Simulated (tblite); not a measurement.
C7H14O (SMILES CCCCCC(C)=O), singlet, geometry from GFN2-xTB; tblite with GFN1-xTB.

The tblite input:
```
$ tblite run mol.xyz --method gfn1 --charge 0 --spin 0 --etemp 2000 --json tblite.json --no-restart

# file mol.xyz
22

C      3.97086460    -0.38071733    -0.43965129
C      2.60678230    -0.73740701     0.13800005
C      1.51015820     0.18598323    -0.38789984
C      0.14292892    -0.16761451     0.19137214
C     -0.95542303     0.76297606    -0.34072007
C     -2.27816203     0.38881441     0.29276335
C     -3.08467162    -0.62223570    -0.48162065
O     -2.64417230     0.85016418     1.34346612
H      4.73678337    -1.04837659    -0.05241722
H      4.24080338     0.63987028    -0.17754820
H      3.95991087    -0.46341942    -1.52437289
H      2.36306419    -1.77102126    -0.11868707
H      2.64405549    -0.66759915     1.22727202
H      1.75588637     1.21879545    -0.13142390
H      1.47172621     0.11557131    -1.47781424
H      0.17539792    -0.08964627     1.27994919
H     -0.09932221    -1.20283662    -0.06123165
H     -0.70920627     1.79023512    -0.06729539
H     -1.01354712     0.68093630    -1.42658298
H     -2.45330367    -1.44896073    -0.79721444
H     -3.91058125    -0.99166093     0.12015127
H     -3.48315294    -0.14199562    -1.37397565
```

Output, abridged:

```
xTB calculator
 | screened Coulomb repulsion
 | Coulomb electrostatics
 |  * isotropic Klopman-Ohno-Mataga-Nishimoto electrostatics
 |  * onsite third-order electrostatics
 | DFT-D3(BJ) dispersion correction

halogen bonding energy    0.0000000000000E+00 Eh
repulsion energy          3.5165099184409E-01 Eh
dispersion energy        -8.2858172006885E-03 Eh
number of electrons       4.8000000000000E+01 e
integral cutoff           1.9731147476801E+01 bohr

------------------------------------------------------------
  cycle        total energy    energy error   density error
------------------------------------------------------------
      1     -26.85998370963  -2.7203349E+01   5.9185563E-01
      2     -27.06245222694  -2.0246852E-01   3.4041383E-01
      3     -27.06277794539  -3.2571845E-04   1.0553075E-01
      4     -27.06481804575  -2.0401004E-03   1.0444040E-02
      5     -27.06520651956  -3.8847380E-04   3.5149351E-03
      6     -27.06523609433  -2.9574771E-05   2.6356148E-03
      7     -27.06526813081  -3.2036485E-05   4.2031789E-04
      8     -27.06526894300  -8.1218436E-07   3.4144649E-05
      9     -27.06526894565  -2.6543674E-09   1.9674173E-05
------------------------------------------------------------

electronic energy        -2.7408634120296E+01 Eh
total energy             -2.7065268945652E+01 Eh

Post processing:
 | Mayer-Wiberg bond orders

[Info] JSON dump of results written to 'tblite.json'
```
